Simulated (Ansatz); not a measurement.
Molecule: SbF2, net charge 0, doublet state. It need not be the lowest isomer of its formula. 
Geometry from a B3LYP-D3(BJ)/def2-TZVP (Ansatz, a program for electronic structure) optimisation:
SMILES: [F][Sb][F]
```xyz
3

Sb    -0.1525    -0.1203     0.2760
F     -0.4218     1.4749    -0.7593
F      1.2858    -0.7931    -0.8046
```
Charge 0, spin multiplicity 2.

Property: vertical electron affinity (to the singlet state of charge -1; a negative value means that the extra electron is unbound and the number depends on the basis; each state is the SCF solution reached for its spin), in eV. Cores are frozen in the correlated levels unless marked. Open shells are spin-unrestricted. No spin-orbit coupling. The frozen core is the preceding noble-gas configuration, with the filled d and f shells of earlier blocks. In def2 rows, elements after Kr have scalar-relativistic effective core potentials. Anions need diffuse functions: def2-D sets add few. Basis-set limits of correlation are two-point, X^-3; Hartree-Fock from the larger set. [CCSD(T)-MP2]/basis is that difference in the basis named.

```tsv
level	program	vertical electron affinity (eV)
HF/def2-QZVPPD	Ansatz	0.43
```

**Question.** Estimate the value at RI-MP2/CBS(def2-TZVPPD,def2-QZVPPD)+[CCSD(T)-MP2]/def2-TZVPPD as computed with Ansatz.

**Answer.** 1.29 eV, so HF/def2-QZVPPD differs from it by -0.86 eV.
